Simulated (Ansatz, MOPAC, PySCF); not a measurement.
Breaking a bond: GeC, lowest singlet found (which spin is the ground state isn't settled by this scan).

- AM1, restricted, heats of formation (MOPAC)
- RKS-B3LYP/6-31G* = restricted B3LYP/6-31G*, spherical d (PySCF 2.14.0)
- RHF/6-31G* = PySCF 2.14.0 with restricted Hartree-Fock/6-31G*, spherical d
- FCI = Ansatz (a first-principles code) with full CI/cc-pVDZ, cores with 3d frozen

Energies relative to the lowest point of each curve between 1.53 and 2.10 Å, where full CI is lowest, in kJ/mol; the last columns give the difference from FCI:

```csv
R / Å,AM1,RKS-B3LYP/6-31G*,RHF/6-31G*,FCI,AM1 − FCI,RKS-B3LYP/6-31G* − FCI,RHF/6-31G* − FCI
1.41,182.0,259.2,255.8,317.1,-135.1,-57.9,-61.3
1.53,70.7,78.9,74.4,110.0,-39.3,-31.1,-35.6
1.62,22.3,19.1,16.0,36.6,-14.3,-17.6,-20.6
1.71,1.4,0.0,0.0,5.1,-3.7,-5.1,-5.1
1.78,0.0,3.9,7.1,0.0,0.0,3.9,7.1
1.87,12.6,24.3,32.7,8.2,4.4,16.1,24.5
1.90,19.7,33.7,44.0,13.0,6.7,20.7,31.0
1.98,44.4,63.0,78.8,27.7,16.7,35.3,51.1
2.05,71.6,91.7,112.8,33.4,38.2,58.3,79.4
2.10,93.5,113.0,138.1,39.6,53.9,73.5,98.6
2.23,—,168.9,205.3,62.9,—,106.0,142.4
2.34,—,214.3,261.2,86.8,—,127.5,174.4
2.46,—,260.3,319.4,113.8,—,146.5,205.6
2.65,—,324.1,403.8,153.5,—,170.7,250.4
2.84,—,377.0,478.2,185.5,—,191.5,292.6
3.12,—,437.7,570.3,217.0,—,220.7,353.3
3.49,—,493.5,664.8,237.4,—,256.1,427.3
```

AM1 is furthest from FCI at 1.41 (-135.1 kJ/mol, below); its mean absolute difference over the points is 31.2 kJ/mol.

RKS-B3LYP/6-31G* is furthest from FCI at 3.49 (256.1 kJ/mol, above); its mean absolute difference over the points is 90.5 kJ/mol.

RHF/6-31G* is furthest from FCI at 3.49 (427.3 kJ/mol, above); its mean absolute difference over the points is 133.0 kJ/mol.

Dashes: no converged value, or the column stops at the first point that the program doubted or that broke a chosen test of continuity, which isn't proof of a fault.

The scan ran from 1.41 to 6.65 Å; beyond the distances shown full CI changes its symmetry label. The restricted form behind AM1, RKS-B3LYP/6-31G*, RHF/6-31G* keeps the bonding electrons paired and can't separate into open-shell fragments. Also computed but left out beside FCI, since their determinant holds another spin at the minimum (<S²> over 0.7 above the pure value): UHF, UMP2, UCCSD, UCCSD(T), UCCSDT, UCCSDT(Q), UKS-BLYP, UKS-B3LYP, UKS-PBE, UKS-B3LYP/6-31G*, UKS-BP86/6-31G*, UHF/STO-3G, UHF/6-31G*.
